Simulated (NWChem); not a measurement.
# Ionisation of C$_{2}$F$_{3}$O

```xyz
6

O      2.0700     0.0611    -0.0318
C      1.0952    -0.5185     0.2573
C     -0.3531    -0.0268     0.0127
F     -0.3864     1.1450    -0.6046
F     -0.9628     0.0858     1.1822
F     -0.9855    -0.9215    -0.7294
```
Charge 0, spin multiplicity 2.

All runs are NWChem calculations. All single points use one geometry, from UPBE0/def2-SVP, a minimum by its harmonic frequencies.

Basis set: def2-SVPD. The species with one electron less has spin multiplicity 1 and keeps the geometry of the parent. Δ marks differences of total energies (open shells unrestricted). −ε marks an orbital energy of the parent. That orbital need not have the symmetry of the hole or added electron in the Δ rows. That singlet is a closed-shell solution.

The correlated methods keep 6 core orbitals frozen. B3LYP has NWChem's definition, with VWN1-RPA local correlation. The structure started from a generated list of species. The stability of the SCF solutions was not checked.

One of these methods gave a first vertical ionisation energy of 10.13 eV. Which?
A) −ε(alpha HOMO) of PBE
B) −ε(alpha HOMO) of B3LYP
C) Δr2SCAN
D) ΔB2PLYP

C, Δr2SCAN. The others give 9.98 (ΔB2PLYP), 5.77 (−ε(alpha HOMO) of PBE), 7.21 (−ε(alpha HOMO) of B3LYP).
